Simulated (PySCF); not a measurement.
## Telling isomers of C7H9FNP apart by NMR

Theory: GIAO PBE0/pcSseg-1 shieldings, geometry from GFN2-xTB, in PySCF 2.14.0 with density-fitted response routines (single conformer, one averaged value for each set of equivalent atoms, non-relativistic Hamiltonian, isolated molecule).

References, each an isolated molecule treated in the same way: 1H (σ = 31.72 ppm) and 13C (σ = 186.93 ppm) against TMS. Splittings of carbon signals by F and P are missing where no couplings were computed. Where no couplings were computed, multiplicities follow the n + 1 count of equivalent neighbours, and m marks all less simple cases (inequivalent or close neighbours, rings, F or P nearby). Shifts are as computed. Against solution values, carbons near 30 ppm lie about +3 ppm off and those near 130 ppm about +5 ppm. Of 1211 compounds with measured shifts, 218 miss one by over three times the rms of a fit or turn the order of signals round; such compounds aren't used in these exercises. OH and NH positions are gas-phase values without hydrogen bonding to other molecules.

(1) Tabulate the signals of `CN(C)c1ccpc(F)c1`, `CP(N)c1cccc(F)c1`, `Cc1cn(C2CC2)c(F)p1` and their relative energies.

(2) What is the quickest way to tell CP(N)c1cccc(F)c1 from Cc1cn(C2CC2)c(F)p1?

(3) What is the quickest way to tell CN(C)c1ccpc(F)c1 from CP(N)c1cccc(F)c1?

(4) What is the quickest way to tell CN(C)c1ccpc(F)c1 from Cc1cn(C2CC2)c(F)p1?

Answers

(1) 
```tsv
SMILES	carbon types	δC	δH	E rel. (kcal/mol)
CN(C)c1ccpc(F)c1	2×C 3×CH 2×CH3	211.2, 164.6, 155.5, 118.3, 110.9, 42.2	8.80 (m, 1H), 6.96 (m, 1H), 6.90 (m, 1H), 3.18 (s, 6H)	18.9
CP(N)c1cccc(F)c1	2×C 4×CH 1×CH3	172.3, 156.1, 135.9, 126.5, 124.3, 121.9, 27.3	8.57 (m, 1H), 7.77 (m, 1H), 7.45 (m, 1H), 7.31 (m, 1H), 1.30 (m, 3H), 0.35 (br s, 2H)	0.0
Cc1cn(C2CC2)c(F)p1	2×C 2×CH 2×CH2 1×CH3	196.7, 143.7, 123.4, 28.4, 19.0, 9.6	6.63 (m, 1H), 3.10 (m, 1H), 2.47 (m, 3H), 0.99 (m, 2H), 0.96 (m, 2H)	29.7
```

Energies are electronic energies at PBE0/pcSseg-1 on these geometries, without zero-point or thermal terms, each for the one conformer computed, which needn't be the lowest.

(2) Count the carbon signals: 7 against 6. The first has an aromatic carbon bearing fluorine (C) at 172.3 ppm, the second a three-membered-ring carbon (CH) at 28.4 ppm. Their most deshielded carbons lie at 172.3 and 196.7 ppm. In the proton spectra the most deshielded non-exchanging signals are 8.57 (m, 1H) and 6.63 (m, 1H).

(3) Count the carbon signals: 6 against 7. The first has an aromatic carbon bearing fluorine (C) at 211.2 ppm, the second an aromatic CH at 135.9 ppm. Their most deshielded carbons lie at 211.2 and 172.3 ppm.

(4) Both give the same number of carbon signals, but DEPT or the intensities differ. The first has an aromatic CH at 164.6 ppm, the second a three-membered-ring carbon (CH) at 28.4 ppm. Their most deshielded carbons lie at 211.2 and 196.7 ppm. In the proton spectra the most deshielded non-exchanging signals are 8.80 (m, 1H) and 6.63 (m, 1H).
